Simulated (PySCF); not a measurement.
Computed properties of 5-methylidene-1,3-dioxolan-4-one (C4H4O3), SMILES C=C1OCOC1=O

5-methylidene-1,3-dioxolan-4-one (C4H4O3), SMILES C=C1OCOC1=O. Geometry: TPSSh-D3(BJ)/def2-SVP. The values are those of a single conformer. All values are computed for the isolated molecule unless a solvent is named; none is compared with measurement here.

**Structure.** The optimised structure has Cs symmetry. All 27 harmonic modes at TPSSh-D3(BJ)/def2-SVP (PySCF) are real, so it is a minimum. With heavy atoms numbered as in [CH2:1]=[C:2]1[O:3][CH2:4][O:5][C:6]1=[O:7], the shortest bond between them is C6–O7 at 1.197 Å and the longest C2–C6 at 1.490 Å.

**Vibrations.** The strongest infrared lines (harmonic, unscaled, degenerate partners summed) lie at 1336 cm⁻¹ (478 km/mol, C 70 %, O 21 %, H 9 %), 1903 cm⁻¹ (302 km/mol, C 66 %, O 34 %), 1134 cm⁻¹ (170 km/mol, C 48 %, O 32 %, H 20 %). The softest mode is at 100 cm⁻¹ and the zero-point energy is 49.4 kcal/mol.

**Electronic structure.** B3LYP/def2-TZVP (PySCF) places the frontier levels at -7.17 and -1.77 eV, a gap of 5.40 eV, and gives a dipole moment of 3.16 D and a mean polarisability of 56.7 bohr³. PBE/def2-TZVP (PySCF) at the same geometry gives -6.14 and -2.43 eV, so its gap is 1.69 eV narrower. An orbital gap is neither the optical nor the fundamental gap.

**Excitations.** TDDFT-CAM-B3LYP/def2-SVPD (PySCF) has S1 at 5.21 eV (238 nm, f = 0.000, dark); the most intense of the 10 singlets computed lies at 5.45 eV (f = 0.25). T1 (TDA) is at 3.31 eV. TDDFT-PBE/def2-SVPD (PySCF) puts S1 at 4.60 eV. No vertical singlet excitation falls in the visible range (under 3.1 eV).

**NMR.** GIAO shifts at KT2/pcSseg-1 (PySCF) (non-relativistic, atoms alike by connectivity averaged): ¹³C from 89.5 to 157.3 ppm against TMS; ¹H from 5.3 to 6.0 ppm against TMS.

**Solvation.** SMD-ωB97X/6-31G* (PySCF) gives -4.3 kcal/mol in water, -5.7 kcal/mol in ethylethanoate, -5.0 kcal/mol in 2-propanol (1 M in both phases, gas-phase geometry); of these solvents ethylethanoate holds the molecule best.
